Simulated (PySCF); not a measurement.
## Polarisability and C₆ of Kr⁺ (krypton, charge +1)

[Ar] 3d10 4s2 4p4 4d1, one real determinant (an excited configuration). Calculation: PySCF 2.14, in aug-cc-pVTZ-DK; scalar relativity by spin-free X2C-1e. Coupled (time-dependent) response in atomic units; α is the mean over directions.

```csv
method,mean α (bohr³),"α xx, yy, zz",C₆ (like pair),S(−4)
UHF,30.50,"40.79, 9.905, 40.79",115.1,6272
PBE,37.28,"50.74, 10.36, 50.74",131.4,11360
M06-2X,36.39,"49.56, 10.05, 49.56",117.7,14740
```

S(−4) is the Cauchy moment in α(ω) = α(0) + S(−4) ω² + …

Spin-orbit coupling is absent.

α(iu) at M06-2X:

```csv
u (hartree),α(iu) (bohr³)
0,36.39
0.0500,21.20
0.100,14.28
0.200,10.89
0.300,9.482
0.500,7.415
0.750,5.433
1.00,4.020
1.50,2.362
2.00,1.527
3.00,0.7868
5.00,0.3279
```

A single London oscillator, α(iu) = α/(1 + u²/ω²), gives C₆ = (3/4) ω α². Matching the computed C₆ needs ω = 4 × 117.7 / (3 × 36.39²) = 0.119 hartree.

For an ion, C₆ is the dispersion term alone; charge-induced terms of lower order in 1/R come first.

The components differ because the open shell of this determinant is not spherical; for a pure term their mean is the scalar polarisability.

⟨L²⟩ = 8.07 against 12 for a pure F term, so this real determinant mixes terms. The outer electron is Rydberg-like, and this basis confines it to a smaller radius and binds it less than a complete one would.
